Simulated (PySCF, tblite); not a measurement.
Isomers of C5H7N2OS (doublet state). Computed with GFN2-xTB (tblite): harmonic, unscaled wavenumbers at the GFN2-xTB geometry, gas phase. Against measured fundamentals such values can be off by several per cent, at times by over 20. One conformer each. Open shells enter through the occupations alone, without spin polarisation, and single modes of such species can be off by tens of per cent.

Electronic energies: B3LYP/pcH-1 single points on the GFN2-xTB geometries (PySCF, gas phase).

| SMILES | electronic energy, lowest = 0 (kJ/mol) |
| --- | --- |
| [CH2]OCCc1cnsn1 | 36.2 |
| COC[CH]c1cnsn1 | 0.0 |
| CO[CH]Cc1cnsn1 | 31.9 |

Question: How do GFN2-xTB zero-point energies change the relative energies?

Answer: 
```tsv
SMILES	ZPE (kJ/mol)	of it from modes above 1550 cm⁻¹	electronic (kJ/mol)	with ZPE, lowest = 0 (kJ/mol)	lowest mode (cm⁻¹)	rings
COC[CH]c1cnsn1	302.3	123.7	0.0	0.0	30	1
CO[CH]Cc1cnsn1	302.4	126.3	31.9	32.0	33	1
[CH2]OCCc1cnsn1	302.8	127.0	36.2	36.7	23	1
```

The zero-point energies span 0.5 kJ/mol, from `COC[CH]c1cnsn1` to `[CH2]OCCc1cnsn1`. The order is unchanged.

Question: And how do the electronic energies of GFN2-xTB itself compare?

Answer: `COC[CH]c1cnsn1` 0.0; `CO[CH]Cc1cnsn1` 33.1; `[CH2]OCCc1cnsn1` 56.5 kJ/mol, lowest = 0. Against the energies above, taken from the same isomer `COC[CH]c1cnsn1`, the largest difference is 20.3 kJ/mol.
